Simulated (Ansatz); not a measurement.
`CS[SiH2]N`, 11 atoms. Total charge 0; spin multiplicity 1. All runs use 4 threads of an Intel Xeon 6975P-C on a shared host. Correlated methods freeze the cores.

How many basis functions does each run have, and how long does it take in Ansatz? RKS ωB97M-V/def2-SVP energy; RKS HSE06 (plane-wave form)-D4/def2-TZVPP energy; RHF-CCSD(T)/def2-TZVPP energy; RKS PBE0-D4/def2-TZVP frequencies; RHF-CCSD(T)/def2-SVP energy; RKS SPW92 (LDA)/def2-TZVPP energy; RKS PBE0-D4/def2-QZVPP energy; RHF-MP2/def2-QZVPP energy; RKS revPBE-D4/def2-TZVPP energy; direct RPA on PBE orbitals/def2-TZVPP energy; RKS CAM-B3LYP-D4/def2-TZVPP energy; RKS PBE0-D4/def2-TZVP relaxation (9 steps). (An estimate is asked.)

Ansatz gave: Other jobs shared the machine, so times are rough.

```csv
level,job,functions,wall time,peak host memory (GiB)
RKS SPW92 (LDA)/def2-TZVPP,energy,244,0.7 s,0.32
RKS revPBE-D4/def2-TZVPP,energy,244,1 s,0.33
RHF-CCSD(T)/def2-SVP,energy,99,1.6 s,0.49
RKS HSE06 (plane-wave form)-D4/def2-TZVPP,energy,244,1.6 s,0.62
RKS ωB97M-V/def2-SVP,energy,99,1.6 s,0.49
RKS CAM-B3LYP-D4/def2-TZVPP,energy,244,1.7 s,0.67
direct RPA on PBE orbitals/def2-TZVPP,energy,244,2.2 s,0.55
RKS PBE0-D4/def2-QZVPP,energy,464,4.1 s,1.6
RHF-MP2/def2-QZVPP,energy,464,10 s,2.6
RKS PBE0-D4/def2-TZVP,relaxation (9 steps),178,14 s,0.45
RHF-CCSD(T)/def2-TZVPP,energy,244,24 s,5
RKS PBE0-D4/def2-TZVP,frequencies,178,65 s,0.49
```
